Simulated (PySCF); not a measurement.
## Correlation energy of Fe³⁺ (iron, charge +3)

[Ar] 3d5, high-spin 6S determinant. Calculation: PySCF 2.14, in def2-QZVPPD; no relativity, point nucleus. Frozen: [Ar]; 5 electrons correlated.

```csv
level,correlation energy (mhartree)
CCSD,-72.82
(T),-0.51
CCSD(T),-73.33
```

Diagnostics: T1 = 0.0022, D1 = 0.0030, largest double amplitude 0.011.

Cost of the coupled-cluster step: about 14 core-seconds, for 5 correlated electrons.

Iterations:

```
CC2 = 0
CCSD nocc = (np.int64(5), np.int64(0)), nmo = (91, 91)
frozen orbitals [[0, 1, 2, 3, 4, 5, 6, 7, 8], [0, 1, 2, 3, 4, 5, 6, 7, 8]]
max_cycle = 100
direct = 0
conv_tol = 1e-08
conv_tol_normt = 1e-06
diis_space = 8
diis_start_cycle = 0
Init t2, MP2 energy = -0.0683505526599773
Init E_corr(UCCSD) = -0.0683505526612325
cycle = 1  E_corr(UCCSD) = -0.0724371052425283  dE = -0.00408655258  norm(t1,t2) = 0.00814541
cycle = 2  E_corr(UCCSD) = -0.0727684725312348  dE = -0.000331367289  norm(t1,t2) = 0.00152226
cycle = 3  E_corr(UCCSD) = -0.072820769805591  dE = -5.22972744e-05  norm(t1,t2) = 0.000391611
cycle = 4  E_corr(UCCSD) = -0.0728167036652131  dE = 4.06614038e-06  norm(t1,t2) = 1.75876e-05
cycle = 5  E_corr(UCCSD) = -0.0728167555773149  dE = -5.19121018e-08  norm(t1,t2) = 1.9293e-06
cycle = 6  E_corr(UCCSD) = -0.0728167742784454  dE = -1.87011305e-08  norm(t1,t2) = 1.74343e-07
cycle = 7  E_corr(UCCSD) = -0.0728167739824699  dE = 2.95975522e-10  norm(t1,t2) = 1.50866e-08
UCCSD converged
E(UCCSD) = -1260.689218352117  E_corr = -0.07281677398246988
UCCSD(T) correction = -0.000505024524449652
```
